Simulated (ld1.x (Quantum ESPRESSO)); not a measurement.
# phosphorus (P): one change to a TM potential, before and after

P, norm-conserving Troullier–Martins (Kleinman–Bylander form), made with ld1.x (Quantum ESPRESSO) 7.5 (PBE, non-relativistic). Core [Ne], reference 3s2 3p3. Waves: 3p (bound): rc 1.70 bohr; 3s (bound): rc 1.40 bohr. Local part: the s channel. Core correction: none.

All-electron outer shells of the reference configuration (PBE, non-relativistic, ld1.x):

| shell | level (eV) | outermost node (bohr) | outermost maximum (bohr) |
| --- | --- | --- | --- |
| 2p | -124.51 | – | 0.36 |
| 3s | -13.90 | 0.66 | 1.58 |
| 3p | -5.52 | 0.64 | 1.83 |

Change: wave 3s (bound): rc 1.40 bohr becomes 3s (bound): rc 1.84 bohr.

Cutoffs: the cutoffs (Ry, on a coarse ladder) from which the occupation-weighted sum of valence levels, in a spherical-Bessel basis at the reference potential, stays within 10 and 1 mRy of its value at 400 Ry; they do not see the model core or the augmentation charge, which bear on the density cutoff. Errors are all-electron minus pseudo energies relative to the spin-unpolarised reference configuration.

Q: Predict the effect on cutoff, ghosts and configuration errors.

A: The potential gets softer (30 Ry and 50 Ry → 21 Ry and 40 Ry); of the 7 tests that both files solve, the error grows in 5 and shrinks in 0 by more than 15 % and 0.3 meV (median size 2.5 → 6.1 meV); neither file shows a bound ghost. A larger radius leaves more room for a smooth pseudo-wave, so fewer plane waves are needed. More of the atom is replaced by a form fitted at one configuration, so other configurations suffer.

| quantity | base | changed |
| --- | --- | --- |
| cutoff, loose | 30 Ry | 21 Ry |
| cutoff, tight | 50 Ry | 40 Ry |
| loose cutoff by channel (10 mRy a level) | p 8 Ry, s 18 Ry | p 8 Ry, s 15 Ry |
| bound ghosts | none | none |
| error for 3s2 3p2, meV [ΔE 9.74 eV] | +2.0 | +3.5 |
| error for 3s2 3p1, meV [ΔE 28.90 eV] | +14 | +23 |
| error for 3s2 3p0, meV [ΔE 58.65 eV] | +55 | +80 |
| error for 3s1 3p3, meV [ΔE 18.77 eV] | +6.5 | +7.2 |
| error for 3s1 3p4, meV [ΔE 8.45 eV] | +1.3 | +2.6 |
| error for 3s0 3p5, meV [ΔE 17.02 eV] | +2.5 | +6.1 |
| error for 3s2 3p3.3, meV [ΔE -1.31 eV] | +0.1 | +0.1 |
